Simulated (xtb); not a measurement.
Zn(F)(SMe) (CH3FSZn), SMILES C[S][Zn][F]. All values are semi-empirical tight-binding results from xtb (GFN2-xTB unless named), good for trends rather than for accurate numbers. Coordinates come from a GFN2-xTB optimisation. Other conformers were not sampled.

Optimised geometry:

```xyz
7

Zn    -0.6279     0.1084     0.6713
F     -1.0148     1.5879    -0.1694
S      1.0302    -1.1189    -0.1932
C      1.2549    -0.0250    -1.6308
H      0.3893    -0.0793    -2.2849
H      2.1305    -0.4088    -2.1457
H      1.4365     0.9963    -1.3079
```

For metal compounds this method's bond lengths and energies can be far off.

| Quantity | Result |
|---|---|
| orbital gap | 1.88 eV |
| zero-point energy | 24.2 kcal/mol |
| G − E(el) at 298.15 K (modified RRHO) | 4.1 kcal/mol |

**Question.** Give the atomic charges and the Wiberg bond orders between heavy atoms. (The exact figures need the calculation; the answer reports its results.)

**Answer.** charges (e) Zn1 0.34, F2 -0.38, S3 -0.15, C4 -0.06, H5 0.08, H6 0.08, H7 0.08. Bond orders Zn1–F2 0.82, Zn1–S3 0.94, S3–C4 1.01.
